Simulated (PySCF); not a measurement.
**Correlation energy of Pb(2+) (lead, charge +2)**

[Xe] 4f14 5d10 6s2, closed-shell 1S. Computed with PySCF 2.14 in x2c-TZVPPall (11s7p6d3f, 83 functions), with scalar relativity by spin-free X2C-1e. Frozen: [Xe] 4f14 5d10; 2 electrons correlated.

With two correlated electrons CCSD is exact within the correlated space (frozen core and kept virtual orbitals).

```
level  correlation energy (mhartree)
 CCSD                         -27.02
```

Diagnostics: T1 = 0.0016, D1 = 0.0023, largest double amplitude 0.077.

Cost of the coupled-cluster step: roughly 0.6 core-seconds, for 2 correlated electrons.
